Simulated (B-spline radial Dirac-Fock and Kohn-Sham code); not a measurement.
**Characteristic X-ray lines: Cs²⁵⁺**

System: the Cs²⁵⁺ ion, 1s2 2s2 2p6 3s2 3p6 3d10 4s2.

The run's input, task.json:

```json
{"items": [{
  "Z": 55,
  "q": 25,
  "cfg": [[1, 0, 2], [2, 0, 2], [2, 1, 6], [3, 0, 2], [3, 1, 6], [3, 2, 10], [4, 0, 2]],
  "A": 133,
  "rrms": 4.8041,
  "do": ["binding"]
}]}
```

Command: `python xray_run.py task.json out`

The computed values come from a radial B-spline solver: relaxed Dirac-Fock hole states (ΔSCF) with Breit and QED corrections and a finite nucleus. A line energy is the difference of two single-hole energies; the list is a selection of electric-dipole transitions between resolved j subshells. Electron correlation is not included.

```csv
line,energy (eV),wavelength (Å)
Kβ1,35057.4,0.35366
Kβ3,34986.6,0.35438
Kα1,30991.0,0.40006
Kα2,30641.7,0.40463
Lγ5,5305.2,2.3370
Lβ6,4955.9,2.5018
Lβ3,4773.0,2.5976
Lβ4,4702.2,2.6367
Lβ1,4669.1,2.6554
Lα1,4334.6,2.8604
Lα2,4319.8,2.8701
Lη,4195.1,2.9555
Lℓ,3845.8,3.2239
```
